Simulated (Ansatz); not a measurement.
Compare A (`N#COC(F)[SiH3]`) with its isomer B (`FC1([SiH3])N=CO1`).

Program: Ansatz. Geometries: PBE0-D4/def2-TZVP. ΔE: electronic, gas phase. CBS: MP2 limit from def2 TZ/QZ plus the TZ coupled-cluster correction, frozen cores. Functionals use def2-TZVPP. B3LYP here is the variant with VWN-RPA as its local correlation; programs differ in this. One conformer a species, not always the lowest.

Which is lower in electronic energy at CCSD(T)/CBS, and by how much? (Estimate.)

Ansatz gave: A, by 2.9 kcal/mol.

Give E(B) − E(A) in kcal/mol with HF/def2-TZVPP, B3LYP, PBE-D4, CCSD(T)/def2-TZVPP, ωB97M-V, r2SCAN-D4, B3LYP-D4. (An estimate is asked.)

The calculation gave: HF/def2-TZVPP 11.1, B3LYP 6.6, PBE-D4 -0.3, CCSD(T)/def2-TZVPP 4.1, ωB97M-V 1.9, r2SCAN-D4 0.9, B3LYP-D4 5.6. The order is the other way round with PBE-D4.

Largest T1 diagnostic: 0.015.

The D4 term adds −1.0 kcal/mol with B3LYP and −0.4 kcal/mol with PBE0; it sums over pairs of atoms, weighted by their polarisabilities, and B3LYP, whose exchange is more repulsive, gets the larger term. In def2-TZVPP, CCSD(T) changes the Hartree–Fock value by −7.0 kcal/mol (the triples alone add −1.3 kcal/mol) and MP2 by −6.9 kcal/mol.
